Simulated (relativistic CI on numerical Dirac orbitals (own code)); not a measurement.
**Charge states of gold**

Method of calculation: Dirac-Coulomb-Breit CI, orbitals from a KLI potential per configuration, a model potential for QED, valence Slater integrals scaled by 0.9 (own radial code, finite nucleus).

Each species is treated in one configuration, given outside its closed core. Radial values are for the open shell of highest l, unscaled and averaged over j; ζ includes the Breit term. Labels give the leading LS character, summed over repeated terms.

| Ion | Configuration | Its lowest level | LS weight (%) | F² (cm⁻¹) | F⁴ (cm⁻¹) | ζ (cm⁻¹) | ⟨r⟩ (bohr) | ⟨r²⟩ (bohr²) |
| --- | --- | --- | --- | --- | --- | --- | --- | --- |
| Au | 4f¹⁴5d¹⁰6s | ²S1/2 | 100 |  |  |  | 2.859 | 9.462 |
| Au⁺ | 4f¹⁴5d¹⁰ | ¹S0 | 100 |  |  |  |  |  |
| Au²⁺ | 4f¹⁴5d⁹ | ²D5/2 | 100 |  |  | 4854 | 1.492 | 2.596 |
| Au³⁺ | 4f¹⁴5d⁸ | ³F4 | 96 | 72510 | 48270 | 5287 | 1.432 | 2.368 |
| Au⁴⁺ | 4f¹⁴5d⁷ | ⁴F9/2 | 83 | 75620 | 50610 | 5737 | 1.383 | 2.191 |
| Au⁵⁺ | 4f¹⁴5d⁶ | ⁵D4 | 78 | 78450 | 52740 | 6198 | 1.34 | 2.046 |
| Au⁶⁺ | 4f¹⁴5d⁵ | ⁶S5/2 | 79 | 81040 | 54710 | 6669 | 1.303 | 1.925 |
| Au⁷⁺ | 4f¹⁴5d⁴ | ⁵D0 | 55 | 83450 | 56530 | 7147 | 1.269 | 1.821 |
| Au⁸⁺ | 4f¹⁴5d³ | ⁴F3/2 | 76 | 85700 | 58240 | 7633 | 1.239 | 1.73 |
| Au⁹⁺ | 4f¹⁴5d² | ³F2 | 85 | 87820 | 59850 | 8124 | 1.211 | 1.649 |
| Au¹⁰⁺ | 4f¹⁴5d | ²D3/2 | 100 |  |  | 8621 | 1.185 | 1.576 |
| Au¹¹⁺ | 4f¹⁴ | ¹S0 | 100 |  |  |  |  |  |
| Au¹²⁺ | 4d¹⁰4f¹⁴5s²5p⁵ | ²P°3/2 | 100 |  |  | 107800 | 0.9726 | 1.057 |
| Au¹³⁺ | 4d¹⁰4f¹⁴5s²5p⁴ | ³P2 | 73 | 111300 |  | 111300 | 0.9607 | 1.031 |
| Au¹⁴⁺ | 4d¹⁰4f¹⁴5s²5p³ | J = 3/2 (mixed) | 44 | 112600 |  | 114800 | 0.9492 | 1.006 |
| Au¹⁵⁺ | 4d¹⁰4f¹⁴5s²5p² | ³P0 | 74 | 113900 |  | 118300 | 0.938 | 0.9821 |
| Au¹⁶⁺ | 4d¹⁰4f¹⁴5s²5p | ²P°1/2 | 100 |  |  | 121900 | 0.9271 | 0.9591 |
| Au¹⁷⁺ | 4d¹⁰4f¹⁴5s² | ¹S0 | 100 |  |  |  |  |  |
| Au¹⁸⁺ | 4d¹⁰4f¹³5s² | ²F°7/2 | 100 |  |  | 8678 | 0.466 | 0.2559 |
| Au¹⁹⁺ | 4d¹⁰4f¹²5s² | ³H6 | 98 | 222100 | 142900 | 8998 | 0.4579 | 0.2462 |
| Au²⁰⁺ | 4d¹⁰4f¹²5s | ⁴H13/2 | 98 | 223800 | 144100 | 9085 | 0.4552 | 0.2427 |
| Au²¹⁺ | 4d¹⁰4f¹² | ³H6 | 98 | 225700 | 145400 | 9173 | 0.4522 | 0.239 |
| Au²²⁺ | 4d¹⁰4f¹¹ | ? | ? | ? | ? | ? | ? | ? |
| Au²³⁺ | 4d¹⁰4f¹⁰ | ⁵I8 | 78 | 234700 | 151700 | 9846 | 0.4379 | 0.2228 |

Problem. Fill in the row of Au²²⁺.

Solution. Its lowest level ⁴I°15/2; LS weight (%) 92; F² (cm⁻¹) 230200; F⁴ (cm⁻¹) 148500; ζ (cm⁻¹) 9506; ⟨r⟩ (bohr) 0.4449; ⟨r²⟩ (bohr²) 0.2306.

At low charge ζ of a weakly bound d or f electron comes out too small.
